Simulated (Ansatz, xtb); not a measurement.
# GeH2OSn+: where a starting geometry ends

The starting geometry of this gas-phase doublet was built from a drawn formula by distance geometry and a force field; its bonds are those of `[O]1[GeH][SnH+]1`.

```xyz
5

Ge   -0.5474   -0.2157   -0.2038
O     1.0791    0.5033   -0.0803
Sn    0.5406    0.9833    1.7988
H    -0.4911   -1.7970    0.0440
H     0.1778    2.1429    3.0191
```

Where would you expect an optimisation with r2SCAN-D4/def2-SVP to take it?

A bond breaks, giving a structure given below by its coordinates. Contacts that open: Ge1–Sn3 (2.58 → 3.73 Å).

The energy falls by 2.14 eV over 18 steps:

```
step  E − E(last) (eV)
   1             2.136
   3             1.226
   5             0.749
   7             0.567
   9             0.270
  10             0.152
  12             0.067
  14             0.020
  16             0.001
  18             0.000
```

Final geometry (Å):

| atom | x (Å) | y (Å) | z (Å) |
| --- | --- | --- | --- |
| Ge | -0.7423 | -0.7857 | -0.2994 |
| O | -0.1591 | 0.3365 | 0.8611 |
| Sn | -0.3415 | 1.8941 | 2.2617 |
| H | 0.5857 | -1.5618 | -0.7337 |
| H | 1.4161 | 1.7336 | 2.4881 |

From the same start GFN2-xTB ends elsewhere, differing in Sn3–H5 (2.26 against 1.78 Å here).

The end wasn't checked by frequencies. Open shells are spin-unrestricted. Atoms past krypton carry core potentials, without spin–orbit terms. Run with Ansatz 0.2.0, 2.7 min on 1 thread of Intel(R) Xeon(R) Processor @ 2.70GHz, with other jobs on the host.
